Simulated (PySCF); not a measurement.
Ionising BPb

PBE0; B aug-cc-pVDZ, Pb aug-cc-pVDZ-PP with ECP60; scalar-relativistic core potentials (PySCF 2.14). Neutral (UKS): quartet (σ ↑, π ↑↑), Re = 2.259 Å, ωe = 509 cm⁻¹, De = 2.53 eV, HOMO -5.79 eV, LUMO -2.85 eV.

BPb⁻ (UKS): triplet (σ ↑, π ↑), Re = 2.199 Å, ωe = 544 cm⁻¹, De = 2.46 eV to B + Pb⁻. The energies at the minima are -217.54220 hartree for BPb and -217.58761 for BPb⁻.

Task: Work out the adiabatic electron affinity, without and with harmonic zero-point energies (1 hartree = 27.2114 eV, 1 eV = 8065.5 cm⁻¹), and the change of the bond length.

Result: At PBE0: 0.04541 hartree = 1.236 eV between the minima; the zero-point term (509.0 − 544.0)/2 cm⁻¹ = -0.002 eV makes it 1.233 eV. Re changes by -6.0 pm against the neutral. The electron enters a π orbital, and the shorter bond of the ion fits a bonding orbital, or a change in how ionic the bond is.

Spin–orbit coupling is left out, which matters for elements this heavy, above all for dissociation energies. For an ion De counts to the pair picked by the measured ionisation energies or electron affinities, which need not be the lowest pair at this level. The highest Kohn–Sham level is positive in this anion. Much of that is self-interaction error, but it also means that the finite basis helps to hold the extra electron. States were picked by a PBE0 search and need not be the measured ground states.
